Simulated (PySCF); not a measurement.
# Heteronuclear NMR

Structure with atom numbers: `[CH3:1][O:2][SiH2:3][O:4][CH2:5][CH:6]=[O:7]`. Hydrogens are named by the atom that carries them.

- shieldings: GIAO PBE0/pcSseg-1
- GFN2-xTB geometry
- program: PySCF
- no solvent model, non-relativistic Hamiltonian, one conformer, averaged over atoms made equivalent by symmetry, fast rotation or ring inversion

**Question.** What are the ²⁹Si shifts?

**Answer.** 
| atoms | environment | σ (ppm) | δ (ppm) |
| --- | --- | --- | --- |
| Si3 | silicon bonded to 2 O, 2 H | 382.1 | -34.1 |

Shieldings were converted by a linear fit to measured shifts: ²⁹Si (scatter 8.9 ppm rms, 25.8 ppm with the 6 outliers that the fit left out vs TMS, solution or neat liquid). Occasional misses reach two or three times the rms, and more in compound classes unlike the fitted ones.

On a 400 MHz spectrometer ²⁹Si resonates near 79.5 MHz, so 1 ppm is 79.5 Hz.

**Question.** What are the ¹⁷O shifts?

**Answer.** 
```csv
atoms,environment,σ (ppm),δ (ppm)
O7,aldehyde oxygen,-364.4,598.6
O4,"oxygen bonded to C, Si",303.3,-9.6
O2,"oxygen bonded to C, Si",322.3,-26.9
```

Shieldings were converted by a linear fit to measured shifts: ¹⁷O: δ = 266.70 − 0.911σ (rms 10.7 ppm, 155 shifts, 12.2 ppm with the 3 outliers that the fit left out vs liquid water, solution or neat liquid). Occasional misses reach two or three times the rms, and more in compound classes unlike the fitted ones.

On a 300 MHz spectrometer ¹⁷O resonates near 40.7 MHz, so 1 ppm is 40.7 Hz.
